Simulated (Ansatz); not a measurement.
CH$_{4}$BrNOSi, SMILES `N=C[SiH](O)Br`, charge 0, multiplicity 1.

Q: Give a relaxed structure at PBE0-D4/def2-TZVP (Ansatz 0.2.0). (Best estimate.)

A: The calculation gave: 
```xyz
9

N     0.036   -1.987    0.084
C     0.123   -1.010   -0.722
Si    0.247    0.784   -0.169
O     0.054    0.859    1.453
Br   -1.347    1.923   -1.217
H     0.046   -1.661    1.054
H     0.122   -1.251   -1.792
H     1.551    1.396   -0.497
H    -0.833    0.947    1.807
```
This is one stationary point; other conformers may exist.
